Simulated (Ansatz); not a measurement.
C6H18ClN3Si, SMILES `CN(C)[Si](Cl)(N(C)C)N(C)C`, 29 atoms. Charge 0, multiplicity 1. Hardware: A = 11 threads of an AMD EPYC 7R13 on a shared host and a whole NVIDIA H100 80 GB; B = 11 threads of an AMD EPYC 7R13 on a shared host. Correlated methods freeze the cores.

(1) How many basis functions does each run have, and how long does it take in Ansatz? RKS BHLYP-D4/def2-TZVPP energy [A]; RKS PBE0-D4/def2-QZVPP energy [A]; RKS PBE0-D4/def2-SVP energy [B]; RKS PBE0-D4/def2-TZVP relaxation (8 steps) [A]; RHF-MP2/def2-QZVPP energy [A]; RHF-CCSD(T)/def2-TZVPP energy [A]; RHF-CCSD(T)/def2-SVP energy [A]; direct RPA on PBE orbitals/def2-TZVPP energy [A]; RKS HSE06 (plane-wave form)-D4/def2-TZVPP energy [A]; RKS ωB97M-V/def2-QZVPP energy [A]; RKS ωB97X-V/def2-TZVPP energy [A]; RKS ωB97M-V/def2-SVP energy [B]. (Best estimate.)

Answers

(1) Computed: Other jobs shared the machine, so times are rough.

```tsv
level	job	functions	wall time	peak host memory (GiB)
RKS BHLYP-D4/def2-TZVPP	energy [A]	615	2.2 s	1.2
RKS PBE0-D4/def2-SVP	energy [B]	252	2.8 s	1.6
RKS ωB97X-V/def2-TZVPP	energy [A]	615	2.9 s	1.4
RKS HSE06 (plane-wave form)-D4/def2-TZVPP	energy [A]	615	3.5 s	1.5
direct RPA on PBE orbitals/def2-TZVPP	energy [A]	615	3.9 s	3.9
RHF-CCSD(T)/def2-SVP	energy [A]	252	3.9 s	0.89
RKS PBE0-D4/def2-QZVPP	energy [A]	1193	4.1 s	1.9
RHF-MP2/def2-QZVPP	energy [A]	1193	6.5 s	2.1
RKS ωB97M-V/def2-QZVPP	energy [A]	1193	6.5 s	2.1
RKS ωB97M-V/def2-SVP	energy [B]	252	7 s	2
RKS PBE0-D4/def2-TZVP	relaxation (8 steps) [A]	461	12 s	1.2
RHF-CCSD(T)/def2-TZVPP	energy [A]	615	75 s	3.7
```
